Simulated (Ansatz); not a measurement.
Species: C₂H₆OSi, SMILES `CC(O)=[SiH2]` (Si–C–O–H torsion 17°) (charge 0, multiplicity 1).

Give a relaxed geometry from Ansatz (a first-principles code) with B3LYP-D3(BJ)/def2-TZVP.

Several could match; the one computed here: the end point of this relaxation, one of several conformers (outside a Z-matrix the atoms follow the SMILES, hydrogens last).
Bonded distances (Å): C1–C2 1.491, C1–H5 1.094, C1–H6 1.089, C1–H7 1.094, C2–O3 1.358, C2–Si4 1.774, O3–H8 0.966, Si4–H9 1.477, Si4–H10 1.485. Angles (°): C2–C1–H5 109.4, C2–C1–H6 111.4, C2–C1–H7 110.9, H5–C1–H6 108.8, H5–C1–H7 107.3, H6–C1–H7 109.0, C1–C2–O3 110.4, C1–C2–Si4 123.4, O3–C2–Si4 125.2, C2–O3–H8 110.2, C2–Si4–H9 111.9, C2–Si4–H10 111.7, H9–Si4–H10 114.5.
